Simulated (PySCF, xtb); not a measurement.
OSe, SMILES O=[Se] (connectivity only; charge and spin as stated), neutral, multiplicity 3.

Harmonic wavenumbers (cm⁻¹) from GFN2-xTB in xtb 6.7.1 at its own minimum, in rising order: 865.

Question: What does PBE0-D3(BJ)/def2-TZVP (PySCF 2.14.0) give at its own minimum? (An estimate is asked for; the answer gives what the named calculation found.)

Answer: 974. Paired by order, the mean absolute difference is 109 cm⁻¹ and the zero-point energies are 1.2 and 1.4 kcal/mol.
